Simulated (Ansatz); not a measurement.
A cut through the energy surface

C₂H₆OSi (SMILES C=C[SiH2]O), singlet, at its PBE0-D4/def2-TZVP minimum:

C1  (0.469, 1.339, -0.819)
C2  (0.221, 0.866, 0.400)
Si3  (-0.462, -0.834, 0.701)
O4  (-0.545, -1.705, -0.698)
H5  (0.269, 0.747, -1.708)
H6  (0.873, 2.334, -0.986)
H7  (0.435, 1.507, 1.255)
H8  (0.393, -1.521, 1.711)
H9  (-1.852, -0.766, 1.215)
H10  (0.281, -2.019, -1.068)
(Å)

The bond length Si3–O4 (1.649 Å at the minimum) is set to the values below, with the rest relaxed at PBE0-D4/def2-TZVP at each step. Each method's energies count from its own value at the PBE0-D4 minimum structure. Ansatz 0.2.0; basis: def2-TZVPP; cores frozen in the correlated methods.

CCSD(T) energies along the scan:
```json
{"bond length (Å)": "1.352", "CCSD(T) (eV)": "2.321"}
{"bond length (Å)": "1.422", "CCSD(T) (eV)": "1.209"}
{"bond length (Å)": "1.524", "CCSD(T) (eV)": "0.315"}
{"bond length (Å)": "1.643", "CCSD(T) (eV)": "0.002"}
{"bond length (Å)": "1.774", "CCSD(T) (eV)": "0.166"}
{"bond length (Å)": "1.916", "CCSD(T) (eV)": "0.634"}
{"bond length (Å)": "2.067", "CCSD(T) (eV)": "1.261"}
{"bond length (Å)": "2.226", "CCSD(T) (eV)": "1.943"}
{"bond length (Å)": "2.391", "CCSD(T) (eV)": "2.613"}
```
They count from the CCSD(T) energy at the PBE0-D4 minimum.

Minimum and curvature along this coordinate at CCSD(T): A fifth-order fit through the nearest points gives 1.655 Å, with a curvature of about 29 eV/Å².

Largest difference from the CCSD(T) curve over the scan: PBE-D4 0.336; PBE0-D4 0.104; HF 0.514; MP2 0.012 eV. Each curve counts from its own value at the minimum.

No T1 diagnostic of these runs exceeds 0.018.

For scale, one of the runs: CCSD(T)/def2-TZVPP, 219 basis functions (an equivalent command: `ansatz run in.yaml --threads 4`). Hardware: 4 CPU threads, shared host. Wall time 55 s; peak host memory 3.4 GiB.
